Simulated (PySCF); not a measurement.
ammonia borane (BH6N), SMILES [BH3-][NH3+].

Coordinates come from a B3LYP-D3(BJ)/def2-TZVP optimisation.

Two levels are set side by side: TDA-PBE/def2-TZVPD (PySCF) and ADC(2)/aug-cc-pVDZ (PySCF). Vertical, same geometry; the bases differ. Differences are taken from unrounded values.

```tsv
quantity	TDA-PBE
lowest singlet excitation (eV)	5.25
```

Question: These are the TDA-PBE values. What does ADC(2) give? (The exact figures need the calculation; the answer reports its results.)

Answer: 
```
quantity                        ADC(2)  TDA-PBE minus ADC(2)
------------------------------  ------  --------------------
lowest singlet excitation (eV)    6.99                 -1.74
```

A lower first singlet is the usual sign of a functional without exact exchange. Differences between two approximate levels are no errors against the true value.

Rough cost on one machine, each run with all the roots and properties that it gave: ADC(2) against TDA-PBE about 2 times.
